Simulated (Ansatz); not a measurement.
Relaxation of ClFGaH$_{3}$ (6 atoms, charge 0, multiplicity 1), to a largest force component of 0.03 eV/Å in at most 50 steps.

Theory: RKS PBE0-D4/def2-mTZVP (Ansatz).

```xyz
6
Properties=species:S:1:pos:R:3
Ga -0.633 -0.587 -0.666
Cl 0.885 0.874 -1.382
H -0.081 -2.033 -0.530
H -2.046 0.031 -0.482
H 1.179 1.093 1.221
F 0.697 0.622 1.839
```

Task: Where does it end, and by what steps?

Result: The run converged. After 6 steps the energy has fallen by 0.194 eV; F6 moved furthest, 0.53 Å.

```
step  energy less start (eV)  largest force component (eV/Å)  accepted
   0                  0.0000                           0.787       yes
   1                 -0.0721                           0.156       yes
   2                 -0.1561                           0.319       yes
   3                 -0.1830                           0.229       yes
   4                 -0.1938                           0.053       yes
   5                 -0.1943                           0.031       yes
   6                 -0.1945                           0.025       yes
```

```xyz
6
Properties=species:S:1:pos:R:3
Ga -0.499 -0.465 -0.430
Cl 0.971 0.953 -1.316
H 0.038 -1.923 -0.359
H -1.926 0.141 -0.311
H 0.992 0.924 0.951
F 0.424 0.368 1.464
```

Time of the run: 15 s on 2 threads of Arm Neoverse V1, on a shared host, peak memory 0.17 GiB.
